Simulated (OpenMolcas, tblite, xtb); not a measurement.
# How methods differ on AlCNClOF (SMILES O=C=[N][Al]([F])[Cl])

AlCNClOF has 6 atoms, charge 0, and is taken as a singlet. As SMILES, `O=C=[N][Al]([F])[Cl]`. The shape is that of a PBE0-D4/def2-TZVP optimisation. This is one conformer, not always the lowest.

Quantity: the vertical ionisation energy (to the doublet cation), in eV. The values are calculated.

| level | kind | program | value (eV) | CPU time (all runs) |
| --- | --- | --- | --- | --- |
| GFN1-xTB | semi-empirical | xtb | 16.16 | under 2 s |
| IPEA1-xTB | semi-empirical | tblite | 16.06 | under 2 s |
| HF/cc-pVDZ | Hartree–Fock | OpenMolcas | 10.45 | 34 s |
| SVWN5/cc-pVDZ | LDA | OpenMolcas | 10.97 | 65 s |
| PBE/cc-pVDZ | GGA | OpenMolcas | 10.73 | 95 s |
| r2SCAN/cc-pVDZ | meta-GGA | OpenMolcas | 11.01 | 2 min |
| PBE0/cc-pVDZ | global hybrid | OpenMolcas | 11.26 | 1.7 min |

The values span 10.45 to 16.16 eV. The xTB values lack the empirical shift that such differences need. Spin contamination of the reference (⟨S²⟩ at least 0.1 too high) touches HF/cc-pVDZ. CPU times are rough (shared hosts, several kinds of processor and program).
